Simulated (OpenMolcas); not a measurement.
V3+ with 4 ligands (oxide) in tetrahedral coordination (Td). A charge of +1.25 e stands 3.2 Å behind each ligand. Ligand basis ANO-RCC-VDZP.

```yaml
Program: OpenMolcas 26.06
Method: "SS-CASPT2, IPEA 0.25 Eh, imaginary shift 0.1 Eh (closed shells correlated: 3s 3p and the ligand valence shells)"
Basis: ANO-RCC-VDZP [5s4p2d1f]
Scalar_Hamiltonian: DKH2, point nucleus
Active_space: 2 electrons in 5 orbitals (3d)
State_averaging: 2S+1 = 3 even, 10 roots; 2S+1 = 1 even, 15 roots
Spin-orbit_coupling: state interaction with AMFI integrals over the reference wave functions
```

All ligands move together. At R = 1.89 Å the first state of the same spin is 5210 cm-1, and at R = 1.96 Å it is 4730 cm-1.

Task: A third run gives 5760 cm-1. What distance was it run at?

Result: With a power law R^-n the two known points give n = -ln(4730 / 5210) / ln(1.96 / 1.89) = 2.66. Then R = 1.89 × (5210 / 5760)^(1/2.66) = 1.820 Å. The run was at 1.83 Å, so the estimate is off by -0.010 Å.

Roots that are degenerate in the reference are averaged as groups; the widest CASPT2 spread within a group is 820 cm-1 (the 3-fold group of multiplicity 1 near 19600 cm-1 above the lowest state of its run, R = 1.89). Shifts and gaps below about the spread of the groups concerned are not significant. Over all roots computed the reference weight is 0.69 to 0.71 in R = 1.83, 0.69 to 0.71 in R = 1.89, 0.69 to 0.71 in R = 1.96; a low but even weight reflects the number of correlated electrons. The oxide ions are held by bare point charges, a crude embedding. Ligand-to-metal charge-transfer states are missing. These CASPT2 states fit no ligand-field parameters well, so their order and spin gaps are uncertain. With no ligand orbital active B as a rule stays too high, so bands that hang on it stand too high and its fall with covalency is understated. With one d shell and no ligand orbital active, 10Dq can be off by a tenth or more. No measured value stands beside these numbers; the geometry is a model, was not optimised and need not be the one that this ion takes.
